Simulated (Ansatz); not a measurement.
Molecule: VF₃, net charge 0, triplet state. The spin state was set by rule; other spins were not relaxed. SMILES: [F][V]([F])[F]
Geometry: optimised at B3LYP-D3(BJ)/def2-TZVP (Ansatz, an electronic-structure program).

Property: vertical singlet-triplet gap (E(singlet) - E(triplet); the singlet is one closed-shell determinant, which may describe it poorly; each state is the SCF solution reached for its spin; for the singlet the Hartree-Fock reference is unstable and T1 is 0.030; for the triplet the Hartree-Fock reference is unstable and T1 is 0.029), in eV. Open shells are spin-unrestricted. Spin-orbit coupling is left out. Non-relativistic.  The program attaches cautions to a run behind BHLYP/def2-TZVPD: asymmetric forces.

```tsv
level	program	vertical singlet-triplet gap (eV)
HF/def2-TZVPPD	Ansatz	1.80
r2SCAN/def2-TZVPD	Ansatz	0.95
BHLYP/def2-TZVPD	Ansatz	1.09
CAM-B3LYP/def2-TZVPD	Ansatz	0.87
wB97M-V/def2-TZVPD	Ansatz	0.67
wB97X-V/def2-TZVPD	Ansatz	0.79
```
